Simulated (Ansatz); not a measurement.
`[SiH3]BOCS` + `FCS` → `[SiH3]CS` + `FBOCS`  (formal exchange of groups at the Si–B bond)

Program: Ansatz. Geometries: PBE0-D4/def2-TZVP. ΔE: electronic, gas phase. CCSD(T)/CBS adds triple-zeta CCSD(T) − MP2 to the extrapolated MP2 energy (def2 sets, frozen cores). DFT in def2-TZVPP. Each species was taken in one conformer, which may not be the lowest.

```json
{"species": "`[SiH3]BOCS`", "ωB97M-V energy (Eh)": "-830.04925"}
{"species": "`FCS`", "ωB97M-V energy (Eh)": "-537.93668"}
{"species": "`[SiH3]CS`", "ωB97M-V energy (Eh)": "-729.34880"}
{"species": "`FBOCS`", "ωB97M-V energy (Eh)": "-638.73138"}
```

**Question.** Work out ΔE.

**Answer.** ΔE = (-729.34880) + (-638.73138) − (-830.04925) − (-537.93668) = -0.09425 Eh = -59.1 kcal/mol. CCSD(T)/CBS gives -59.3 kcal/mol.

Largest T1 diagnostic among the species: 0.014.

The D4 term adds −0.8 kcal/mol with B3LYP and −0.4 kcal/mol with PBE0; it sums over pairs of atoms, weighted by their polarisabilities, and B3LYP, whose exchange is more repulsive, gets the larger term. From PBE to PBE0 (25 % exact exchange), in def2-TZVPP and without D4, ΔE moves by −2.7 kcal/mol.

B3LYP here is the variant with VWN-RPA as its local correlation; programs differ in this.
